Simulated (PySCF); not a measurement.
# Bond length, frequency and bond energy of WO⁺ by level of theory

State: ⁴Σ⁻ (quartet), unpaired electrons σ ↑, δ ↑↑. Set-up: basis W def2-TZVPPD with ECP60, O def2-TZVPPD; scalar-relativistic core potentials; PySCF 2.14. De refers to W⁺ (5d4 6s1) + O in their high-spin ground configurations, without counterpoise correction. The functionals are run spin-unrestricted. A positive dipole points towards O; it is taken about the centre of mass and depends on that origin. Levels whose curve was spin-contaminated or gave no clean fit are not listed.

| Level | Re (Å) | ωe (cm⁻¹) | De (eV) | μ (D) |
| --- | --- | --- | --- | --- |
| ROHF | 1.609 | 1233 | n/a | -4.53 |
| ROHF-MP2 | 1.659 | 1052 | n/a | n/a |
| ROHF-SCS-MP2 | 1.657 | 1060 | n/a | n/a |
| ROHF-CCSD | 1.637 | 1136 | n/a | n/a |
| ROHF-CCSD(T) | 1.654 | 1071 | n/a | n/a |
| PBE | 1.650 | 1085 | n/a | -2.97 |
| revPBE | 1.653 | 1076 | n/a | -2.99 |
| BLYP | 1.660 | 1064 | n/a | -3.03 |
| BP86 | 1.651 | 1084 | n/a | -2.96 |
| r²SCAN | 1.644 | 1102 | n/a | -3.27 |
| PBE0 | 1.632 | 1135 | n/a | -3.36 |
| r²SCAN0 | 1.630 | 1136 | n/a | -3.54 |
| ωB97X | 1.626 | 1162 | n/a | -3.64 |

Task: What does a quarter of exact exchange do here, going from PBE to PBE0?

Result: PBE0 less PBE: -1.8 pm in Re, +4.6 % in ωe. Exact exchange removes part of the self-interaction that spreads semilocal densities, and in most molecules shortens and stiffens the bond and lowers De; so it does here.

Task: What does the step from GGA to meta-GGA do here, going from PBE to r²SCAN?

Result: r²SCAN less PBE: -0.6 pm in Re, +1.6 % in ωe. 

Task: What does second-order correlation do here, going from ROHF to ROHF-MP2?

Result: ROHF-MP2 less ROHF: +5.0 pm in Re, -14.7 % in ωe. Correlation nearly always deepens the well. The bond lengthens, as in strong covalent bonds, where excitations into antibonding orbitals dominate.

Correlated steps freeze 1 core orbital. De is left out where the level can put another filling of the metal’s s and d shells below the measured ground configuration, by anything from nothing to about 1 eV. These are scalar-relativistic numbers at best; spin–orbit coupling would shift them, the dissociation energy most. The state is the lowest single determinant that the PBE0 search found; with open d or f shells the true ground state can be another one.

The whole job (state search and all levels along the bond) took about 26 min on 2 threads of Arm Neoverse V1 (shared host), peak memory 4.5 GiB.
